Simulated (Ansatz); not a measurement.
Ansatz (a first-principles code) input (MP2/6-31G* with LANL2DZ past Ar): The .json file joins the Basis Set Exchange's 6-31G* for atoms up to Ar and LANL2DZ past it.

Ansatz 0.2 input:
```yaml
crystal:
  periodic: [false, false, false]
  atoms:
    - {symbol: C, position_ang: [-2.06347100, 0.21128600, -0.36785100]}
    - {symbol: N, position_ang: [-0.92275800, -0.65105400, -0.44890700]}
    - {symbol: Ge, position_ang: [0.70590400, 0.04231800, 0.16495200]}
    - {symbol: H, position_ang: [-1.86905000, 1.25419700, -0.65722700]}
    - {symbol: H, position_ang: [-2.41275400, 0.24972200, 0.67776700]}
    - {symbol: H, position_ang: [-2.89098900, -0.18046700, -0.96617800]}
    - {symbol: H, position_ang: [1.81913500, -0.59917200, -0.67468800]}
    - {symbol: H, position_ang: [0.75164300, 1.58405800, 0.04906400]}
    - {symbol: H, position_ang: [0.85323000, -0.37285800, 1.64224100]}
basis:
  gaussian:
    orbitals: 6-31Gs+LANL2DZ.json
magnetization: {spin_polarized: true, initial_magnetization: 1}
correlation: {method: mp2, electrons: outside_noble_gas}
relax: {f_tol: 0.003, max_steps: 120}
```

Output:

```
Functional definition: HF
these checks for a lower state are left out or cut short: cluster_reference
integrals: 0.01 GiB planned
670 factors; integrals over basis functions are off by at most 3.9e-4 eV
mean field: 0.12 GiB planned
mean field evaluation 1: about -2701.3307 eV, gradient 1.8e1 eV
mean field evaluation 2: about -2701.4249 eV, gradient 1.8e1 eV
mean field evaluation 4: about -2703.7898 eV, gradient 2.8e0 eV
mean field evaluation 8: about -2703.8920 eV, gradient 2.9e-1 eV
mean field evaluation 16: about -2703.8938 eV, gradient 1.8e-6 eV
mean field -2703.89382834 eV, -99.3662654264 hartree, gradient 1.8e-6 eV, S^2 0.762691; 2 other end points of the search recorded, 0 dependent functions left out
2 core orbitals not correlated
reference -2703.89382834 eV, -99.3662654264 hartree; 10, 9 occupied and 38, 39 virtual orbitals, 670 factors
densities: 0.09 GiB planned
second order -8.66293432 eV of doubles, -0.00000000 eV of singles
the calculation of the forces begins
relax step   1: F+E_penalty+E_count = -2712.55676266 eV  Δ(F+E_penalty+E_count) = +0.000e0 eV  max|allowed force component| = 3.047e-1 eV/Å  Δτ_max = 0.0000 Å  (87 SCF iters, accepted)
these checks for a lower state are left out or cut short: starts, cluster_reference, orbital_swaps, neighbouring_geometries, increment
integrals: 0.01 GiB planned
670 factors; integrals over basis functions are off by at most 3.9e-4 eV
mean field: 0.12 GiB planned
mean field evaluation 32: about -2703.8931 eV, gradient 2.6e-6 eV
mean field -2703.89312985 eV, -99.3662397573 hartree, gradient 2.6e-6 eV, S^2 0.762841; 0 other end points of the search recorded, 0 dependent functions left out
2 core orbitals not correlated
reference -2703.89312985 eV, -99.3662397573 hartree; 10, 9 occupied and 38, 39 virtual orbitals, 670 factors
densities: 0.09 GiB planned
second order -8.66814142 eV of doubles, -0.00000000 eV of singles
the calculation of the forces begins
relax step   2: F+E_penalty+E_count = -2712.56127126 eV  Δ(F+E_penalty+E_count) = -4.509e-3 eV  max|allowed force component| = 1.557e-1 eV/Å  Δτ_max = 0.0207 Å  (57 SCF iters, accepted)
these checks for a lower state are left out or cut short: starts, cluster_reference, orbital_swaps, neighbouring_geometries, increment
integrals: 0.01 GiB planned
670 factors; integrals over basis functions are off by at most 3.9e-4 eV
mean field: 0.12 GiB planned
mean field -2703.89114902 eV, -99.3661669631 hartree, gradient 2.1e-6 eV, S^2 0.762922; 0 other end points of the search recorded, 0 dependent functions left out
2 core orbitals not correlated
reference -2703.89114902 eV, -99.3661669631 hartree; 10, 9 occupied and 38, 39 virtual orbitals, 670 factors
densities: 0.09 GiB planned
second order -8.67107402 eV of doubles, -0.00000000 eV of singles
the calculation of the forces begins
relax step   3: F+E_penalty+E_count = -2712.56222303 eV  Δ(F+E_penalty+E_count) = -9.518e-4 eV  max|allowed force component| = 5.549e-2 eV/Å  Δτ_max = 0.0062 Å  (58 SCF iters, accepted)
these checks for a lower state are left out or cut short: starts, cluster_reference, orbital_swaps, neighbouring_geometries, increment
integrals: 0.01 GiB planned
670 factors; integrals over basis functions are off by at most 3.9e-4 eV
mean field: 0.12 GiB planned
mean field -2703.89379081 eV, -99.3662640474 hartree, gradient 2.6e-6 eV, S^2 0.762939; 0 other end points of the search recorded, 0 dependent functions left out
2 core orbitals not correlated
reference -2703.89379081 eV, -99.3662640474 hartree; 10, 9 occupied and 38, 39 virtual orbitals, 670 factors
densities: 0.09 GiB planned
second order -8.66860954 eV of doubles, -0.00000000 eV of singles
the calculation of the forces begins
relax step   4: F+E_penalty+E_count = -2712.56240035 eV  Δ(F+E_penalty+E_count) = -1.773e-4 eV  max|allowed force component| = 1.024e-1 eV/Å  Δτ_max = 0.0374 Å  (63 SCF iters, accepted)
these checks for a lower state are left out or cut short: starts, cluster_reference, orbital_swaps, neighbouring_geometries, increment
integrals: 0.01 GiB planned
670 factors; integrals over basis functions are off by at most 3.9e-4 eV
mean field: 0.12 GiB planned
mean field evaluation 64: about -2703.8855 eV, gradient 2.4e-6 eV
mean field -2703.88545871 eV, -99.3659578483 hartree, gradient 2.4e-6 eV, S^2 0.763081; 0 other end points of the search recorded, 0 dependent functions left out
2 core orbitals not correlated
reference -2703.88545871 eV, -99.3659578483 hartree; 10, 9 occupied and 38, 39 virtual orbitals, 670 factors
densities: 0.09 GiB planned
[...]
670 factors; integrals over basis functions are off by at most 3.9e-4 eV
mean field: 0.12 GiB planned
mean field -2703.89055346 eV, -99.3661450767 hartree, gradient 2.4e-6 eV, S^2 0.763057; 0 other end points of the search recorded, 0 dependent functions left out
2 core orbitals not correlated
reference -2703.89055346 eV, -99.3661450767 hartree; 10, 9 occupied and 38, 39 virtual orbitals, 670 factors
densities: 0.09 GiB planned
second order -8.67226159 eV of doubles, -0.00000000 eV of singles
the calculation of the forces begins
relax step   7: F+E_penalty+E_count = -2712.56281505 eV  Δ(F+E_penalty+E_count) = +3.104e-5 eV  max|allowed force component| = 2.262e-2 eV/Å  Δτ_max = 0.0293 Å  (63 SCF iters, rejected (line search))
these checks for a lower state are left out or cut short: starts, cluster_reference, orbital_swaps, neighbouring_geometries, increment
integrals: 0.01 GiB planned
670 factors; integrals over basis functions are off by at most 3.9e-4 eV
mean field: 0.12 GiB planned
mean field -2703.89143798 eV, -99.3661775825 hartree, gradient 2.8e-6 eV, S^2 0.763015; 0 other end points of the search recorded, 0 dependent functions left out
2 core orbitals not correlated
reference -2703.89143798 eV, -99.3661775825 hartree; 10, 9 occupied and 38, 39 virtual orbitals, 670 factors
densities: 0.09 GiB planned
second order -8.67153650 eV of doubles, -0.00000000 eV of singles
the calculation of the forces begins
mean field evaluation 96: about -2703.7700 eV, gradient 3.7e-1 eV
relax step   8: F+E_penalty+E_count = -2712.56297448 eV  Δ(F+E_penalty+E_count) = -1.284e-4 eV  max|allowed force component| = 4.611e-3 eV/Å  Δτ_max = 0.0146 Å  (56 SCF iters, accepted)
these checks for a lower state are left out or cut short: starts, cluster_reference, orbital_swaps, neighbouring_geometries, increment
integrals: 0.01 GiB planned
670 factors; integrals over basis functions are off by at most 3.9e-4 eV
mean field: 0.12 GiB planned
mean field -2703.88993255 eV, -99.3661222587 hartree, gradient 2.8e-6 eV, S^2 0.763093; 0 other end points of the search recorded, 0 dependent functions left out
2 core orbitals not correlated
reference -2703.88993255 eV, -99.3661222587 hartree; 10, 9 occupied and 38, 39 virtual orbitals, 670 factors
densities: 0.09 GiB planned
second order -8.67304606 eV of doubles, -0.00000000 eV of singles
the calculation of the forces begins
relax step   9: F+E_penalty+E_count = -2712.56297860 eV  Δ(F+E_penalty+E_count) = -4.121e-6 eV  max|allowed force component| = 3.130e-2 eV/Å  Δτ_max = 0.0487 Å  (63 SCF iters, accepted)
these checks for a lower state are left out or cut short: starts, cluster_reference, orbital_swaps, neighbouring_geometries, increment
integrals: 0.01 GiB planned
670 factors; integrals over basis functions are off by at most 3.9e-4 eV
mean field: 0.12 GiB planned
mean field -2703.89076988 eV, -99.3661530302 hartree, gradient 2.4e-6 eV, S^2 0.763047; 0 other end points of the search recorded, 0 dependent functions left out
2 core orbitals not correlated
reference -2703.89076988 eV, -99.3661530302 hartree; 10, 9 occupied and 38, 39 virtual orbitals, 670 factors
densities: 0.09 GiB planned
second order -8.67228492 eV of doubles, -0.00000000 eV of singles
the calculation of the forces begins
relax step  10: F+E_penalty+E_count = -2712.56305480 eV  Δ(F+E_penalty+E_count) = -7.620e-5 eV  max|allowed force component| = 1.061e-2 eV/Å  Δτ_max = 0.0234 Å  (65 SCF iters, accepted)
these checks for a lower state are left out or cut short: starts, cluster_reference, orbital_swaps, neighbouring_geometries, increment
integrals: 0.01 GiB planned
670 factors; integrals over basis functions are off by at most 3.9e-4 eV
mean field: 0.12 GiB planned
mean field -2703.89092507 eV, -99.3661587333 hartree, gradient 2.7e-6 eV, S^2 0.763048; 0 other end points of the search recorded, 0 dependent functions left out
2 core orbitals not correlated
reference -2703.89092507 eV, -99.3661587333 hartree; 10, 9 occupied and 38, 39 virtual orbitals, 670 factors
densities: 0.09 GiB planned
second order -8.67213782 eV of doubles, -0.00000000 eV of singles
the calculation of the forces begins
relax step  11: F+E_penalty+E_count = -2712.56306289 eV  Δ(F+E_penalty+E_count) = -8.089e-6 eV  max|allowed force component| = 4.834e-3 eV/Å  Δτ_max = 0.0028 Å  (51 SCF iters, accepted)
these checks for a lower state are left out or cut short: starts, cluster_reference, orbital_swaps, neighbouring_geometries, increment
integrals: 0.01 GiB planned
670 factors; integrals over basis functions are off by at most 3.9e-4 eV
mean field: 0.12 GiB planned
mean field evaluation 128: about -2703.7694 eV, gradient 4.0e-1 eV
mean field -2703.89097308 eV, -99.3661604975 hartree, gradient 3.1e-6 eV, S^2 0.763045; 0 other end points of the search recorded, 0 dependent functions left out
2 core orbitals not correlated
reference -2703.89097308 eV, -99.3661604975 hartree; 10, 9 occupied and 38, 39 virtual orbitals, 670 factors
densities: 0.09 GiB planned
second order -8.67209353 eV of doubles, -0.00000000 eV of singles
the calculation of the forces begins
relax step  12: F+E_penalty+E_count = -2712.56306661 eV  Δ(F+E_penalty+E_count) = -3.714e-6 eV  max|allowed force component| = 6.132e-3 eV/Å  Δτ_max = 0.0051 Å  (53 SCF iters, accepted)
these checks for a lower state are left out or cut short: starts, cluster_reference, orbital_swaps, neighbouring_geometries, increment
integrals: 0.01 GiB planned
670 factors; integrals over basis functions are off by at most 3.9e-4 eV
mean field: 0.12 GiB planned
mean field -2703.89097179 eV, -99.3661604502 hartree, gradient 4.0e-6 eV, S^2 0.763055; 0 other end points of the search recorded, 0 dependent functions left out
2 core orbitals not correlated
reference -2703.89097179 eV, -99.3661604502 hartree; 10, 9 occupied and 38, 39 virtual orbitals, 670 factors
densities: 0.09 GiB planned
second order -8.67210325 eV of doubles, -0.00000000 eV of singles
the calculation of the forces begins
relax step  13: F+E_penalty+E_count = -2712.56307504 eV  Δ(F+E_penalty+E_count) = -8.434e-6 eV  max|allowed force component| = 2.464e-3 eV/Å  Δτ_max = 0.0039 Å  (51 SCF iters, accepted)
these checks for a lower state are left out or cut short: cluster_reference
integrals: 0.01 GiB planned
670 factors; integrals over basis functions are off by at most 3.9e-4 eV
mean field: 0.12 GiB planned
mean field evaluation 160: about -2703.8910 eV, gradient 1.9e-6 eV
mean field -2703.89097179 eV, -99.3661604502 hartree, gradient 4.0e-6 eV, S^2 0.763055; 3 other end points of the search recorded, 0 dependent functions left out
2 core orbitals not correlated
reference -2703.89097179 eV, -99.3661604502 hartree; 10, 9 occupied and 38, 39 virtual orbitals, 670 factors
densities: 0.09 GiB planned
second order -8.67210325 eV of doubles, -0.00000000 eV of singles
the calculation of the forces begins
Total energy: -2712.56307504 eV, -99.6848543664 hartree
Atom 0 at    -2.079461     0.220156    -0.368307 Å, force    -0.000463     0.000676     0.000817 eV/Å
Atom 1 at    -0.945281    -0.673386    -0.350133 Å, force     0.001305    -0.001186    -0.001715 eV/Å
Atom 2 at     0.713641     0.037338     0.177648 Å, force     0.002068     0.000713     0.002464 eV/Å
Atom 3 at    -1.858961     1.260492    -0.647758 Å, force     0.000681    -0.000664    -0.000331 eV/Å
Atom 4 at    -2.503784     0.245391     0.648355 Å, force    -0.001574     0.001190     0.001225 eV/Å
Atom 5 at    -2.856536    -0.174082    -1.030182 Å, force    -0.001006    -0.000401    -0.000832 eV/Å
Atom 6 at     1.795140    -0.595180    -0.722994 Å, force    -0.000373     0.000432    -0.001129 eV/Å
Atom 7 at     0.760424     1.587212     0.059882 Å, force    -0.000249    -0.000178    -0.000863 eV/Å
Atom 8 at     0.945708    -0.369911     1.652662 Å, force    -0.000390    -0.000582     0.000363 eV/Å
Dipole moment:    -0.020288     0.317068     0.092084 e Å
Checks for a lower state left out: cluster_reference
```

The geometry given is a B3LYP-D3(BJ)/def2-TZVP minimum.
